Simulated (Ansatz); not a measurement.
The cluster Mo3O9⁻. Charge -1, multiplicity 2. Geometry PBE-D4/def2-SVP; atoms count from 1.

```tsv
atom	x (Å)	y (Å)	z (Å)
Mo1	2.9220	-0.2255	0.2231
Mo2	0.3051	-0.8773	-0.5324
Mo3	-2.0454	0.4657	0.1175
O4	-2.6622	0.9689	1.8741
O5	-1.1437	-1.1928	0.6818
O6	0.3134	-1.7675	-1.9756
O7	3.8081	-0.2577	-1.2529
O8	-3.3086	0.1318	-0.9647
O9	1.6911	-1.5915	0.6370
O10	2.7932	1.3180	0.9716
O11	-2.3123	2.1389	1.0304
O12	-0.3608	0.8888	-0.8099
```

In the def2 sets Mo takes a core potential; there is no spin–orbit coupling. The structure holds one bond between oxygen atoms, so isomers without such links may lie far lower. Another isomer (doublet) lies 0.55 eV lower at PBE0-D4/def2-SVP; other spin states weren't run for this one.

(1) Estimate the Mulliken populations from the PBE0/def2-SVP orbitals of Ansatz.

(2) Where does the spin sit?

(3) And the Mayer bond orders between heavy atoms (over 0.3)?

## Answers

(1) 
```csv
atom,charge (e),spin (α − β),d electrons
Mo1,0.87,-0.11,4.14
Mo2,0.98,0.44,3.95
Mo3,1.14,0.64,3.92
O4,-0.33,0.00,–
O5,-0.56,0.04,–
O6,-0.38,-0.03,–
O7,-0.43,0.01,–
O8,-0.39,-0.05,–
O9,-0.60,0.02,–
O10,-0.42,0.01,–
O11,-0.33,0.00,–
O12,-0.55,0.04,–
```
Mulliken values depend strongly on the basis.

(2) Summed by element: Mo 0.98, O 0.02, of 1 unpaired in all. Largest on single atoms: Mo3 0.64, Mo2 0.44, Mo1 -0.11.

(3) Mo1–Mo2 0.83 (2.80 Å); Mo1–O7 2.10 (1.72 Å); Mo1–O9 1.04 (1.88 Å); Mo1–O10 2.12 (1.72 Å); Mo2–Mo3 0.41 (2.78 Å); Mo2–O5 1.06 (1.92 Å); Mo2–O6 2.17 (1.70 Å); Mo2–O9 0.87 (1.95 Å); Mo2–O12 1.08 (1.91 Å); Mo3–O4 0.94 (1.93 Å); Mo3–O5 0.87 (1.97 Å); Mo3–O8 2.11 (1.70 Å); Mo3–O11 0.95 (1.92 Å); Mo3–O12 0.87 (1.97 Å); O4–O11 0.91 (1.48 Å).
